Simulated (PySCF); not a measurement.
# Basis-set dependence of BeSi⁺ at PBE0

PySCF, UKS reference; doublet, unpaired electrons π ↑; De to Be + Si⁺ without counterpoise correction.

```csv
basis,relativity,functions,Re (Å),ωe (cm⁻¹),De (eV),μ (D)
pcseg-1,no relativity,27,2.298,457,2.06,-4.80
def2-SVPD,no relativity,36,2.297,453,2.21,-4.79
"6-311G(d,p)",no relativity,44,2.285,460,2.16,-4.70
```

(1) How does each smaller set differ from the one with most functions, 6-311G(d,p)?

A positive dipole points towards Si; it is taken about the centre of mass and depends on that origin. For an ion De counts to the pair picked by the measured ionisation energies or electron affinities, which need not be the lowest pair at this level. The state was picked by a PBE0 search and need not be the measured ground state.

## Answers

(1) pcseg-1: +1.3 pm, -0.7 % in ωe, -0.10 eV in De; def2-SVPD: +1.2 pm, -1.5 % in ωe, +0.05 eV in De. All at PBE0; the set with most functions is neither the basis-set limit nor always the best.
